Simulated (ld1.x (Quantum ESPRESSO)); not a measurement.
**Reading a pseudo-wave (fluorine (F))**

Columns: radius, all-electron u(r) and pseudo u(r) of the 2p shell (level -11.20 eV) of fluorine in the configuration [He] 2s2 2p5; PW91, scalar-relativistic, TM semilocal scheme, ld1.x (Quantum ESPRESSO) 7.5.

| r (bohr) | all-electron | pseudo |
| --- | --- | --- |
| 0.093 | 0.1239 | 0.0359 |
| 0.185 | 0.3396 | 0.1367 |
| 0.278 | 0.5434 | 0.2890 |
| 0.370 | 0.6995 | 0.4666 |
| 0.463 | 0.8081 | 0.6469 |
| 0.555 | 0.8724 | 0.8012 |
| 0.648 | 0.9019 | 0.9148 |
| 0.740 | 0.9049 | 0.9771 |
| 0.833 | 0.8890 | 0.9914 |
| 0.925 | 0.8606 | 0.9666 |
| 1.018 | 0.8237 | 0.9154 |
| 1.110 | 0.7824 | 0.8515 |
| 1.203 | 0.7382 | 0.7836 |
| 1.295 | 0.6936 | 0.7196 |
| 1.388 | 0.6489 | 0.6613 |
| 1.480 | 0.6058 | 0.6105 |
| 1.573 | 0.5638 | 0.5650 |
| 1.665 | 0.5241 | 0.5243 |
| 1.758 | 0.4861 | 0.4861 |
| 1.850 | 0.4506 | 0.4506 |
| 1.943 | 0.4169 | 0.4169 |
| 2.035 | 0.3858 | 0.3858 |
| 2.128 | 0.3564 | 0.3564 |
| 2.220 | 0.3294 | 0.3294 |
| 2.313 | 0.3040 | 0.3040 |
| 2.405 | 0.2808 | 0.2808 |

Question: How many radial nodes do the two functions have?

Answer: The all-electron 2p function has n − l − 1 = 0; the pseudo-wave has 0.

Question: At about which radius was the pseudo-wave matched?

Answer: 1.85 bohr. The columns agree to 0.0005 from 1.67 bohr on; several derivatives are matched, so the curves merge somewhat inside the radius.

Question: Where does each function peak?

Answer: Outermost all-electron maximum near 0.74 bohr, pseudo maximum near 0.83 bohr (to the table’s step).

Question: Is the pseudo-wave norm-conserving?

Answer: Yes: the TM semilocal scheme keeps the norm inside the radius equal to the all-electron one, which fixes the energy derivative of the logarithmic derivative at the level.
